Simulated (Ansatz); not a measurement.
CH₆BNOSi, SMILES `B[Si]1(O)CN1`, relaxed with RKS PBE-D4/def2-SVP in Ansatz from a rough embedded geometry. The force threshold is 0.03 eV/Å; the program also tests the step.

Charge 0, multiplicity 1.

Start:

```xyz
11

B    -2.013   -0.161   -0.138
Si   -0.214    0.315    0.231
O     0.159    0.806    1.810
C     1.180    0.043   -0.857
N     0.837   -1.130   -0.210
H    -2.368   -0.478   -1.250
H    -2.881   -0.046    0.696
H     0.824    1.527    1.777
H     0.844   -0.052   -1.990
H     2.135    0.459   -0.630
H     1.497   -1.284    0.560
```

**Question.** By how much does the energy fall, and how many steps does the optimiser take? (An estimate is asked.)

**Answer.** The calculation gave: 0.64 eV, in 22 steps, 4 of them rejected.

**Question.** Which bonds change most? (Estimate.)

**Answer.** The calculation gave: Si2–C4 from 1.789 to 1.910 Å; C4–N5 from 1.383 to 1.478 Å; C4–H9 from 1.185 to 1.106 Å; Si2–N5 from 1.840 to 1.776 Å.

**Question.** Give the relaxed structure. (An estimate is asked.)

**Answer.** The calculation gave: 
```xyz
11

B    -2.090   -0.132   -0.140
Si   -0.239   -0.004    0.460
O     0.060    0.878    1.862
C     1.053    0.096   -0.943
N     0.994   -1.137   -0.130
H    -2.383   -0.993   -0.943
H    -2.904    0.720    0.155
H     0.990    1.106    2.036
H     0.800   -0.023   -2.013
H     1.886    0.813   -0.777
H     1.833   -1.325    0.434
```
